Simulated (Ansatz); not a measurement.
Species: CH₅BS₂, SMILES `CB(S)S` (S–B–S–H torsion -180°, S–B–S–H torsion 180°) (charge 0, multiplicity 1), formula CH5BS2.

### Question
How many basis functions does frozen-core CCSD(T)/cc-pVTZ // B3LYP-D3(BJ)/def2-TZVP (Ansatz, a program for electronic structure) use, how many core orbitals are frozen, and how many electrons are correlated?

### Answer
198 basis functions and 12 frozen orbitals, which leaves 24 correlated electrons. Core time is of the order of minutes.
